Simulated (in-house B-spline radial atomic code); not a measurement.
Configurations of Ne, with energies counted from [He] 2s2 2p6. Method: non-relativistic PBE0, spin-polarised, spherical fractional occupations, exact exchange averaged over the configuration, point nucleus. Calculated with a B-spline radial code for spherical atoms. Shells without spins written out take the highest spin.

Occupations are held fixed; configurations that lie above the ionisation limit could autoionise.

```
   configuration  E - E(ref) (eV)  highest orbital  its <r> (bohr)
[He] 2s2 2p5 3p1           18.539            3p up           5.845
[He] 2s1 2p6 3d1           44.824            3d up           9.924
```

Problem. Order these further configurations by energy, lowest first.
A. [He] 2s2 2p5 3s1
B. [He] 2s1 2p6 3s1
C. [He] 2s1 2p6 3p1

Solution. A (16.615 eV), B (41.367 eV), C (43.309 eV).
